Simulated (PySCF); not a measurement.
**Dipole response of Ni (nickel, neutral)**

[Ar] 3d8 4s2, high-spin 3F determinant. Computed with PySCF 2.14 in aug-cc-pVTZ, with no relativity, point nucleus. Coupled (time-dependent) response in atomic units; α is the mean over directions.

```json
{"method": "revPBE", "mean α (bohr³)": "50.49", "C₆ (like pair)": "407.6", "S(−4)": "1353"}
{"method": "MN15", "mean α (bohr³)": "50.88", "C₆ (like pair)": "418.0", "S(−4)": "1308"}
```

S(−4) is the Cauchy moment in α(ω) = α(0) + S(−4) ω² + …

Reference α: 49 ± 3 bohr³ (recommended; Schwerdtfeger and Nagle, table of static dipole polarizabilities (2023 update)). Published C₆: 373.0 (Chu and Dalgarno (2004); Tang, Norbeck and Certain (1976)).

α(iu) at MN15:

| u (hartree) | α(iu) (bohr³) |
| --- | --- |
| 0 | 50.88 |
| 0.0500 | 47.83 |
| 0.100 | 40.69 |
| 0.200 | 26.23 |
| 0.300 | 17.21 |
| 0.500 | 9.047 |
| 0.750 | 5.312 |
| 1.00 | 3.674 |
| 1.50 | 2.205 |
| 2.00 | 1.523 |
| 3.00 | 0.8799 |
| 5.00 | 0.4174 |

A single London oscillator, α(iu) = α/(1 + u²/ω²), gives C₆ = (3/4) ω α². Matching the computed C₆ needs ω = 4 × 418.0 / (3 × 50.88²) = 0.215 hartree.
